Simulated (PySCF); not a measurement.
Gas-phase reaction: 3 InH + 2 InCl3.NH3 ⇌ InHCl2 + 4 InH2Cl + N2

Energies from PySCF, thermal terms from the rigid-rotor harmonic-oscillator model, ideal gas at 1 bar. † marks an energy on the PBE0/def2-TZVP geometry and frequencies; other levels use their own. MP2 freezes the core. All species are closed-shell singlets. In: scalar-relativistic def2 core potential, no spin-orbit coupling. Adducts (InCl3.NH3) have no counterpoise correction, and HF, PBE, BLYP, B3LYP and PBE0 lack dispersion. InH, InCl3.NH3, InHCl2, InH2Cl: computed as isolated molecules; such fragments, hydroxides, amides, oligomers or adducts are transient or little studied in the gas. MP2 isn't extrapolated to the basis-set limit; its ΔH°(298 K) is 216.7 kJ in def2-SVP and 242.3 kJ in def2-TZVPP. The harmonic model lacks anharmonicity and excited electronic states, which grow with temperature; levels with a mode under 35 cm⁻¹ are left out. Soft modes under 120 cm⁻¹ make the harmonic entropy rough for InCl3.NH3, InHCl2.

```tsv
level	ΔE electronic, kJ	ΔH°(298 K), kJ	ΔS°(298 K), J/K	ΔG°(1000 K), kJ
BLYP/def2-TZVP†	293	214	170	46
M06-2X/def2-TZVP†	331	252	170	84
MP2/def2-SVP†	296	217	170	48
MP2/def2-TZVPP†	322	242	170	74
PBE0/def2-SVP†	350	271	170	103
PBE0/def2-TZVP	305	225	170	57
r2SCAN/def2-TZVP†	285	206	170	37
LDA/def2-TZVP†	328	249	170	81
ωB97M-V/def2-TZVP†	282	202	170	34
ωB97X-V/def2-TZVP†	261	182	170	14
```
ΔH° is lowest at ωB97X-V/def2-TZVP† and highest at PBE0/def2-SVP†. No reference value is set beside these.
